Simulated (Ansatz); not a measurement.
`N#C[SiH](F)F` + CH₃OH → `CO[SiH](F)C#N` + H–F  (ligand exchange at the Si–F bond)

Computed with Ansatz on PBE0-D4/def2-TZVP structures; ΔE is electronic, products minus reactants. CCSD(T)/CBS is the MP2 limit (def2-TZVPP, def2-QZVPP) plus CCSD(T) − MP2 in def2-TZVPP, frozen cores. This one scheme is used for every species. DFT in def2-TZVPP. B3LYP here is the variant with VWN-RPA as its local correlation; programs differ in this. One conformer a species, not always the lowest.

```json
{"level": "LDA (SPW92)", "ΔE (kJ/mol)": "21.2", "difference from CCSD(T)/CBS": "-1.4"}
{"level": "r2SCAN-D4", "ΔE (kJ/mol)": "27.6", "difference from CCSD(T)/CBS": "5.0"}
{"level": "B97M-V", "ΔE (kJ/mol)": "31.7", "difference from CCSD(T)/CBS": "9.1"}
{"level": "BHLYP-D4", "ΔE (kJ/mol)": "24.0", "difference from CCSD(T)/CBS": "1.4"}
{"level": "CAM-B3LYP-D4", "ΔE (kJ/mol)": "25.3", "difference from CCSD(T)/CBS": "2.7"}
{"level": "ωB97X-V", "ΔE (kJ/mol)": "25.4", "difference from CCSD(T)/CBS": "2.8"}
{"level": "revPBE", "ΔE (kJ/mol)": "33.0", "difference from CCSD(T)/CBS": "10.4"}
{"level": "BLYP", "ΔE (kJ/mol)": "34.9", "difference from CCSD(T)/CBS": "12.3"}
{"level": "B3LYP", "ΔE (kJ/mol)": "32.3", "difference from CCSD(T)/CBS": "9.7"}
{"level": "r2SCANh", "ΔE (kJ/mol)": "28.4", "difference from CCSD(T)/CBS": "5.8"}
{"level": "BHLYP", "ΔE (kJ/mol)": "30.8", "difference from CCSD(T)/CBS": "8.2"}
{"level": "LC-ωPBE", "ΔE (kJ/mol)": "27.3", "difference from CCSD(T)/CBS": "4.7"}
{"level": "CCSD/def2-SVP", "ΔE (kJ/mol)": "24.8", "difference from CCSD(T)/CBS": "2.2"}
{"level": "HF/def2-TZVPP", "ΔE (kJ/mol)": "33.0", "difference from CCSD(T)/CBS": "10.4"}
{"level": "MP2/def2-TZVPP", "ΔE (kJ/mol)": "21.1", "difference from CCSD(T)/CBS": "-1.5"}
{"level": "CCSD/CBS(def2)", "ΔE (kJ/mol)": "24.3", "difference from CCSD(T)/CBS": "1.7"}
{"level": "CCSD(T)/CBS", "ΔE (kJ/mol)": "22.6", "difference from CCSD(T)/CBS": "0"}
```

(1) What do rigid-rotor, harmonic-oscillator terms from PBE0-D4/def2-TZVP frequencies (298.15 K, 1 bar) make of the CCSD(T)/CBS value? (Best estimate.)

Largest T1 diagnostic among the species: 0.013.

Answers

(1) The calculation gave: ΔZPE = -5.2 kJ/mol, ΔH = +20.6 kJ/mol, ΔS = -14 J/(mol·K), ΔG = +24.9 kJ/mol.

The D4 term adds −8.2 kJ/mol with B3LYP and −4.7 kJ/mol with PBE0; it sums over pairs of atoms, weighted by their polarisabilities, and B3LYP, whose exchange is more repulsive, gets the larger term. From BLYP to BHLYP (50 % exact exchange), in def2-TZVPP and without D4, ΔE moves by −4.2 kJ/mol. In def2-TZVPP, CCSD(T) changes the Hartree–Fock value by −9.4 kJ/mol (the triples alone add −1.7 kJ/mol) and MP2 by −11.9 kJ/mol.
